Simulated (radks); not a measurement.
All-electron atom: Ar in [Ar]. Calculated with a radial shooting solver on a logarithmic mesh with Libxc functionals: Dirac Kohn-Sham, BLYP, spin-unpolarised, spherical densities, point nucleus.

Radial electron density D(r) = 4 pi r^2 rho(r):

```
   r/bohr * D(r) (the largest magnitude, 21.1, reaches the edge; | marks zero)
 0.002789 |*
 0.003546 |*
 0.004544 | *
 0.005776 |   *
 0.007402 |     *
 0.009409 |       *
  0.01196 |           *
  0.01533 |                 *
  0.01949 |                       *
  0.02477 |                               *
  0.03174 |                                        *
  0.04036 |                                                *
  0.05171 |                                                     *
  0.06574 |                                                     *
  0.08357 |                                                *
   0.1071 |                                         *
   0.1361 |                                     *
   0.1731 |                                        *
   0.2218 |                                                *
   0.2819 |                                                      *
   0.3613 |                                                 *
   0.4593 |                                  *
   0.5839 |                  *
   0.7482 |           *
   0.9512 |            *
    1.219 |              *
     1.55 |            *
     1.97 |       *
    2.524 |  *
    3.209 |*
    4.079 *
    5.228 *
```

D(r) has 3 maxima, at r = 0.0583, 0.291, 1.22 bohr, and minima at 0.141, 0.798 bohr, inside which lie 2.17, 10.36 electrons.
